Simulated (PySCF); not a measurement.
Isomers of C3H3F3O, mass 112.014 u with the commonest isotopes. The calculation used PBE0-D3(BJ)/def2-SVP geometry optimisation, gas phase in PySCF 2.14.0. One conformer each, none proved a minimum here; rigid rotors.

Problem. Order these by dipole moment, smallest first.
A. `[CH2:1]=[C:2]([F:3])[O:4][CH:5]([F:6])[F:7]` with C1–C2–O4–C5 134°, C2–O4–C5–F6 170°
B. CF3C(O)CH3 (`CC(=O)C(F)(F)F`)
C. `[CH2:1]=[CH:2][O:3][C:4]([F:5])([F:6])[F:7]` with C1–C2–O3–C4 0°
D. `[O:1]=[CH:2][CH2:3][C:4]([F:5])([F:6])[F:7]` with O1–C2–C3–C4 -141° (3,3,3-trifluoropropanal)
E. `[F:1][CH:2]([F:3])[C@:4]1([F:5])[CH2:6][O:7]1` with F1–C2–C4–F5 179°

Solution. E (0.80 D), A (1.13 D), D (1.53 D), C (1.72 D), B (2.49 D).

Problem. Order these by rotational constant A, largest first.
A. `[F:1][CH:2]([F:3])[C@:4]1([F:5])[CH2:6][O:7]1` with F1–C2–C4–F5 179°
B. CF3C(O)CH3, `CC(=O)C(F)(F)F`
C. `[CH2:1]=[C:2]([F:3])[O:4][CH:5]([F:6])[F:7]` with C1–C2–O4–C5 134°, C2–O4–C5–F6 170°
D. `[CH2:1]=[CH:2][O:3][C:4]([F:5])([F:6])[F:7]` with C1–C2–O3–C4 0°

Solution. C (5242 MHz), D (4933 MHz), A (3972 MHz), B (3679 MHz).

Problem. Order these by out-of-plane moment Σ m c² = (Ia + Ib − Ic)/2, smallest first.
A. `CC(=O)C(F)(F)F` (CF3C(O)CH3)
B. `[CH2:1]=[CH:2][O:3][C:4]([F:5])([F:6])[F:7]` with C1–C2–O3–C4 0°
C. `[O:1]=[CH:2][CH2:3][C:4]([F:5])([F:6])[F:7]` with O1–C2–C3–C4 -141° (3,3,3-trifluoropropanal)
D. `[F:1][CH:2]([F:3])[C@:4]1([F:5])[CH2:6][O:7]1` with F1–C2–C4–F5 179°
E. `[CH2:1]=[C:2]([F:3])[O:4][CH:5]([F:6])[F:7]` with C1–C2–O4–C5 134°, C2–O4–C5–F6 170°

Solution. D (26.67 u·Å²), E (42.78 u·Å²), B (43.83 u·Å²), A (45.89 u·Å²), C (46.91 u·Å²).

```json
{"SMILES": "C=C(F)OC(F)F", "point group": "C1", "Ia (u·Å²)": "96.41", "Ib (u·Å²)": "301.79", "Ic (u·Å²)": "312.65", "κ": "-0.97", "μa (D)": "0.96", "μb (D)": "0.38", "μc (D)": "0.45"}
{"SMILES": "CC(=O)C(F)(F)F", "point group": "Cs", "Ia (u·Å²)": "137.36", "Ib (u·Å²)": "203.98", "Ic (u·Å²)": "249.54", "κ": "-0.45", "μa (D)": "1.04", "μb (D)": "2.26", "μc (D)": "0.00"}
{"SMILES": "C=COC(F)(F)F", "point group": "Cs", "Ia (u·Å²)": "102.44", "Ib (u·Å²)": "234.22", "Ic (u·Å²)": "249.00", "κ": "-0.91", "μa (D)": "1.72", "μb (D)": "0.12", "μc (D)": "0.00"}
{"SMILES": "O=CCC(F)(F)F", "point group": "C1", "Ia (u·Å²)": "96.93", "Ib (u·Å²)": "311.65", "Ic (u·Å²)": "314.75", "κ": "-0.99", "μa (D)": "0.56", "μb (D)": "0.08", "μc (D)": "1.42"}
{"SMILES": "FC(F)[C@]1(F)CO1", "point group": "C1", "Ia (u·Å²)": "127.23", "Ib (u·Å²)": "196.98", "Ic (u·Å²)": "270.86", "κ": "-0.34", "μa (D)": "0.24", "μb (D)": "0.28", "μc (D)": "0.71"}
```
